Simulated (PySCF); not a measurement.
# A survey of 19F NMR shifts

How the numbers were obtained: structure optimised with GFN2-xTB, PBE0/pcSseg-1 with gauge-including orbitals, in PySCF (single conformer, no relativistic terms, in vacuum, one averaged value for each set of equivalent atoms).

Shieldings were converted by a linear fit to measured shifts: 19F (scatter 6.0 ppm rms, 7.0 ppm with the 5 outliers that the fit left out vs CFCl3, solution or neat liquid, with a term for F on sp3 carbon). Occasional misses reach two or three times the rms, and more in compound classes unlike the fitted ones.

Task: Give the 19F shifts of `FC(F)=C(F)[P@@H](=S)CCP`, `F[C@@H]1C[Si@H](Cl)C[SiH2]1`.

Result: 
```
                                                            compound                environment  δ (ppm)
[F:1][C:2]([F:3])=[C:4]([F:5])[P@@H:6](=[S:7])[CH2:8][CH2:9][PH2:10]       F3: vinylic fluorine    -83.3
[F:1][C:2]([F:3])=[C:4]([F:5])[P@@H:6](=[S:7])[CH2:8][CH2:9][PH2:10]       F1: vinylic fluorine   -109.1
[F:1][C:2]([F:3])=[C:4]([F:5])[P@@H:6](=[S:7])[CH2:8][CH2:9][PH2:10]       F5: vinylic fluorine   -183.9
                                         F[C@@H]1C[Si@H](Cl)C[SiH2]1  fluorine on an sp3 carbon   -208.3
```

Task: Match the shifts -72.4, -118.2, -129.5, -202.4 ppm to `O=C(CC(F)F)N[SiH3]`, `C=Cc1cncc(F)c1`, `CC(=S)C1=C[C@@H](F)COC1`, `[H]/N=C/CCCC(F)(F)F`.

Result: -72.4: [H]/N=C/CCCC(F)(F)F (fluorine of a CF3 group); -118.2: O=C(CC(F)F)N[SiH3] (fluorine of a CF2 group); -129.5: C=Cc1cncc(F)c1 (aryl fluorine); -202.4: CC(=S)C1=C[C@@H](F)COC1 (fluorine on an sp3 carbon).
